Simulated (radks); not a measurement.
Results of a calculation; reference values are marked as such.
Question: Excited configurations of neutral praseodymium: one electron is placed in a higher orbital outside [Xe] 4f3 6s1. The ground configuration is [Xe] 4f3 6s2. Code: a radial shooting solver on a logarithmic mesh with Libxc functionals. Model: scalar-relativistic Kohn-Sham, PBEsol, spin-polarised, spherical densities, point nucleus; open shells are filled with parallel spins first (spin-orbit coupling, left out, can overturn this in heavy ions). Excitation = E - E(ground); binding = E(ion) - E, where the ion is the core of charge +1; n* = 1/sqrt(2 binding) in atomic units, and the quantum defect is n - n*.

| outer orbital | excitation (eV) | binding (eV) | n* | quantum defect | eigenvalue (eV) | <r> (bohr) |
|---|---|---|---|---|---|---|
| 5d | 0.859 | 4.539 | 1.731 | 3.269 | -1.685 | 3.522 |
| 6p | 1.670 | 3.729 | 1.910 | 4.090 | -2.024 | 5.663 |
| 6d | 3.858 | 1.540 | 2.972 | 3.028 | -0.779 | 11.19 |
| 6f | 4.714 | 0.685 | 4.457 | 1.543 | -0.388 | 27.50 |
| 7s | 3.246 | 2.152 | 2.514 | 4.486 | -1.332 | 10.27 |
| 7d | 4.429 | 0.969 | 3.747 | 3.253 | -0.565 | 20.80 |
| 7f | 4.891 | 0.508 | 5.177 | 1.823 | -0.313 | 40.65 |

Estimate the row for 5f.

Answer: excitation (eV) 4.431; binding (eV) 0.967; n* 3.751; quantum defect 1.249; eigenvalue (eV) -0.458; <r> (bohr) 16.32. The Delta-SCF ionisation energy is 5.398 eV (NIST Atomic Spectra Database: 5.470 eV, semi-empirical). Self-interaction in the functional shifts the binding energies and quantum defects, so they are the method's values and not measured ones. Open shells are spherical and high-spin; term and fine-structure splittings are not resolved. Spin-orbit splitting is averaged out at the scalar-relativistic level.
